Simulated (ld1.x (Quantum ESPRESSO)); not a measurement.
## Scattering properties, TM semilocal potential for Al (Z = 13)

ld1.x (Quantum ESPRESSO) 7.5 input, shortened:

```
&input
   title='Al', zed=13., rel=1, dft='PZ', iswitch=3,
   config='[Ne] 3s2 3p0 3d-2'
 /
 &inputp
   pseudotype=1, tm=.true., lloc=1,
   nlcc=.true., new_core_ps=.true., rcore=1.80
 /
3
3S  1  0   2.00   0.00  2.15  2.15  0.0
3D  3  2  -2.00   0.45  2.70  2.70  0.0
3P  2  1   0.00   0.00  2.45  2.45  0.0
 &test
   configts(1)='3s2 3p0'
 /
```

The phase is arctan(r·u′/u) with u = r·R(r), unwrapped; energies in Ry, scanned from -3 to 5 Ry. A pole is an energy at which the radial function vanishes at the test radius. The pseudo phase is shifted by a multiple of π to meet the all-electron one at the reference energy, and phase errors are pseudo minus all-electron; the curves can meet again beyond the range given. Levels narrower than the energy grid can be missing from the lists of poles.

| channel | radius (bohr) | reference energy (Ry) | poles, all-electron | poles, pseudo | unbroken range about the reference energy with phases within 0.05 rad | phase error 1 Ry above the reference energy (rad) |
| --- | --- | --- | --- | --- | --- | --- |
| s | 2.94 | -1.10 | -0.38 | -0.39, 4.12 | below 1.1 | -0.004 |
| p | 2.94 | -0.67 | 0.34 | 0.32 | below 1.8 | -0.003 |
| d | 2.94 | 0.45 | 1.17 | 1.18 | below 2.3 | +0.006 |

Phases in the d channel:

```json
{"E (Ry)": "-3.00", "all-electron": "1.360", "pseudo": "1.361"}
{"E (Ry)": "-2.52", "all-electron": "1.338", "pseudo": "1.338"}
{"E (Ry)": "-2.04", "all-electron": "1.306", "pseudo": "1.307"}
{"E (Ry)": "-1.56", "all-electron": "1.259", "pseudo": "1.260"}
{"E (Ry)": "-1.08", "all-electron": "1.175", "pseudo": "1.177"}
{"E (Ry)": "-0.60", "all-electron": "0.981", "pseudo": "0.985"}
{"E (Ry)": "-0.12", "all-electron": "0.213", "pseudo": "0.222"}
{"E (Ry)": "0.36", "all-electron": "-1.119", "pseudo": "-1.119"}
{"E (Ry)": "0.84", "all-electron": "-1.467", "pseudo": "-1.466"}
{"E (Ry)": "1.32", "all-electron": "-1.609", "pseudo": "-1.605"}
{"E (Ry)": "1.80", "all-electron": "-1.719", "pseudo": "-1.706"}
{"E (Ry)": "2.28", "all-electron": "-1.870", "pseudo": "-1.827"}
{"E (Ry)": "2.76", "all-electron": "-2.279", "pseudo": "-2.071"}
{"E (Ry)": "3.24", "all-electron": "-3.777", "pseudo": "-2.988"}
{"E (Ry)": "3.72", "all-electron": "-4.386", "pseudo": "-4.151"}
{"E (Ry)": "4.20", "all-electron": "-4.551", "pseudo": "-4.449"}
{"E (Ry)": "4.68", "all-electron": "-4.629", "pseudo": "-4.563"}
```
